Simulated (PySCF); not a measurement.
## Correlation energy of Se³⁺ (selenium, charge +3)

[Ar] 3d10 4s2 4p1, 2P determinant. Computed with PySCF 2.14 in aug-cc-pwCVTZ-PP with ECP10MDF, with scalar relativity through the core potential. Frozen: 3s2 3p6 3d10; 3 electrons correlated.

MP2 pair energies summed by pair of shells (mhartree):

| pair | energy | share (%) |
| --- | --- | --- |
| 4s-4s | -24.42 | 54.9 |
| 4s-4p | -20.05 | 45.1 |

Total MP2 correlation energy: -44.46 mhartree.

Same-spin part -2.82 and opposite-spin part -41.64 mhartree; SCS-MP2 scales them by 1/3 and 6/5 to -50.91 mhartree.
